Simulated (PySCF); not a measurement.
## Spinor energies of Yb⁺ (ytterbium, charge +1)

Start: [Xe] 4f13 6s1 6p1; 4f5/2 filled at m_j = -5/2, -3/2, -1/2, +1/2, +3/2, +5/2; 4f7/2 filled at m_j = -5/2, -3/2, -1/2, +1/2, +3/2, +5/2, +7/2; 6s1/2 filled at m_j = +1/2; 6p3/2 filled at m_j = +3/2. Calculated with PySCF 2.14 in x2c-TZVPall-2c with one added diffuse shell each of s, p, d, f type (12s12p11d5f1g, 147 functions): generalised Hartree-Fock with the X2C-1e Hamiltonian and a Gaussian nucleus; spin-orbit coupling (SO) screened by Boettger's factors. This is a chosen level, not necessarily the ground level.

```tsv
spinor shell	electrons	ε, screened SO (eV)	weight of nominal j (screened SO)	rms radius, screened SO (bohr)
1s1/2	2	-61650.1	1.000	0.0223
2s1/2	2	-10591.0	1.000	0.0901
2p1/2	2	-10083.1	1.000	0.0768
2p3/2	4	-9030.8	1.000	0.0838
3s1/2	2	-2458.4	1.000	0.231
3p1/2	2	-2234.5	1.000	0.222
3p3/2	4	-2006.6	1.000	0.237
3d3/2	4	-1630.1	1.000	0.210
3d5/2	6	-1580.2	1.000	0.214
4s1/2	2	-526.83	1.000	0.519
4p1/2	2	-435.17	0.999	0.530
4p3/2	4	-382.30	1.000	0.562
4d3/2	4	-231.21	0.994	0.597
4d5/2	6	-219.72	0.996	0.609
5s1/2	2	-81.912	1.000	1.28
5p1/2	2	-53.346	0.995	1.43
5p3/2	4	-46.237	0.997	1.54
4f5/2	6	-33.714	0.948	0.801
4f7/2	7	-31.381	0.955	0.820
6s1/2	1	-14.758	0.995	3.62
6p3/2	1	-9.761	1.000	4.56
```

```
   quantity   screened SO
E (hartree)  -14062.02631
        M_J          11/2
       ⟨J²⟩        35.789
       ⟨L²⟩        20.134
       ⟨S²⟩         3.851
```

Each row is a mean over spinors that exchange with the open shell spreads, by up to 10.035 eV (4d5/2).

Breit and QED terms are absent; they matter most for the inner s and p1/2 levels.

Densities and radii are taken from the X2C orbitals without a picture-change correction, which distorts them close to the nucleus.
